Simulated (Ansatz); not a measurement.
The first iterations of a band of CH6OSSi (10 atoms, charge 0, multiplicity 1).

These are results of Ansatz, RKS PBE/def2-SVP, not measurements.

| Item | Value |
| --- | --- |
| movable images | 9 |
| climbing image | yes |
| spring | 5.0 eV/Å² |
| optimiser | quadratic models (default) |
| start path | through a guess of the saddle point |
| force threshold | 0.05 eV/Å |
| iteration limit | 60 |
| end points | relaxed |

Image 0:

```xyz
10
Properties=species:S:1:pos:R:3
O -0.655 0.739 -1.210
C -0.581 0.688 0.213
Si 0.296 -0.952 0.661
S 2.098 -0.996 -0.527
H -0.960 1.627 -1.469
H 0.014 1.529 0.645
H -1.589 0.716 0.698
H -0.623 -2.110 0.379
H 0.662 -0.971 2.119
H 1.421 -0.320 -1.507
```

Image 10:

```xyz
10
Properties=species:S:1:pos:R:3
O -1.196 0.742 -1.176
C -0.624 0.748 0.119
Si 0.237 -0.923 0.441
S 1.865 -1.357 -0.916
H -1.597 1.616 -1.333
H 0.130 1.563 0.270
H -1.381 0.876 0.938
H -0.728 -2.053 0.232
H 0.711 -0.904 1.872
H 2.666 -0.359 -0.444
```

| iteration | highest image above the first end (eV) | largest band force component (eV/Å) |
| --- | --- | --- |
| 1 | 0.815 | 7.245 |
| 2 | 0.227 | 2.566 |

Does the band converge within its limit, and where does its top end?

It converged. It ended after 7 iterations with the highest image 0.112 eV above the first end. A vibrational analysis at the climbing image gives one clearly imaginary mode, 204i cm⁻¹: a first-order saddle point.

Run time: 90 s on 2 threads of Arm Neoverse V2, with other jobs on the host, peak memory 0.13 GiB.
